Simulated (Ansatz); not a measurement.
Gas-phase electronic energies from Ansatz, PBE0-D4/def2-TZVP geometries. CCSD(T)/CBS adds triple-zeta CCSD(T) − MP2 to the extrapolated MP2 energy (def2 sets, frozen cores). This one scheme is used for every species. Functionals use def2-TZVPP. B3LYP here is the variant with VWN-RPA as its local correlation; programs differ in this. Triplets are unrestricted, without spin–orbit coupling. Each species was taken in one conformer, which may not be the lowest.

Reaction (formal loss of a carbene): `CC(C)S(C)(=O)=O` → `CCS(C)(=O)=O` + `[CH2]` (triplet)

```json
{"level": "PBE-D4", "ΔE (kcal/mol)": "107.0", "difference from CCSD(T)/CBS": "0.8"}
{"level": "r2SCAN-D4", "ΔE (kcal/mol)": "100.4", "difference from CCSD(T)/CBS": "-5.8"}
{"level": "PBE0-D4", "ΔE (kcal/mol)": "105.0", "difference from CCSD(T)/CBS": "-1.2"}
{"level": "B3LYP-D4", "ΔE (kcal/mol)": "103.8", "difference from CCSD(T)/CBS": "-2.4"}
{"level": "ωB97X-V", "ΔE (kcal/mol)": "108.4", "difference from CCSD(T)/CBS": "2.2"}
{"level": "ωB97M-V", "ΔE (kcal/mol)": "106.6", "difference from CCSD(T)/CBS": "0.4"}
{"level": "B2PLYP", "ΔE (kcal/mol)": "102.8", "difference from CCSD(T)/CBS": "-3.4"}
{"level": "PBE", "ΔE (kcal/mol)": "104.6", "difference from CCSD(T)/CBS": "-1.6"}
{"level": "r2SCAN", "ΔE (kcal/mol)": "99.7", "difference from CCSD(T)/CBS": "-6.5"}
{"level": "PBE0", "ΔE (kcal/mol)": "103.0", "difference from CCSD(T)/CBS": "-3.2"}
{"level": "B3LYP", "ΔE (kcal/mol)": "100.1", "difference from CCSD(T)/CBS": "-6.1"}
{"level": "HF/def2-TZVPP", "ΔE (kcal/mol)": "68.8", "difference from CCSD(T)/CBS": "-37.4"}
{"level": "MP2/def2-TZVPP", "ΔE (kcal/mol)": "107.2", "difference from CCSD(T)/CBS": "1.0"}
{"level": "SCS-MP2/def2-TZVPP", "ΔE (kcal/mol)": "106.8", "difference from CCSD(T)/CBS": "0.6"}
{"level": "CCSD/def2-TZVPP", "ΔE (kcal/mol)": "100.7", "difference from CCSD(T)/CBS": "-5.5"}
{"level": "CCSD(T)/def2-TZVPP", "ΔE (kcal/mol)": "103.8", "difference from CCSD(T)/CBS": "-2.4"}
{"level": "HF/def2-QZVPP", "ΔE (kcal/mol)": "68.7", "difference from CCSD(T)/CBS": "-37.5"}
{"level": "MP2/def2-QZVPP", "ΔE (kcal/mol)": "108.6", "difference from CCSD(T)/CBS": "2.4"}
{"level": "SCS-MP2/def2-QZVPP", "ΔE (kcal/mol)": "108.4", "difference from CCSD(T)/CBS": "2.2"}
{"level": "HF/CBS(def2)", "ΔE (kcal/mol)": "68.7", "difference from CCSD(T)/CBS": "-37.5"}
{"level": "MP2/CBS(def2)", "ΔE (kcal/mol)": "109.6", "difference from CCSD(T)/CBS": "3.4"}
{"level": "CCSD/CBS(def2)", "ΔE (kcal/mol)": "103.1", "difference from CCSD(T)/CBS": "-3.1"}
{"level": "CCSD(T)/CBS", "ΔE (kcal/mol)": "106.2", "difference from CCSD(T)/CBS": "0"}
```

Largest T1 diagnostic among the species: 0.014.

In def2-TZVPP, CCSD(T) changes the Hartree–Fock value by +35.0 kcal/mol (the triples alone add +3.1 kcal/mol) and MP2 by +38.4 kcal/mol. From PBE to PBE0 (25 % exact exchange), in def2-TZVPP and without D4, ΔE moves by −1.7 kcal/mol.
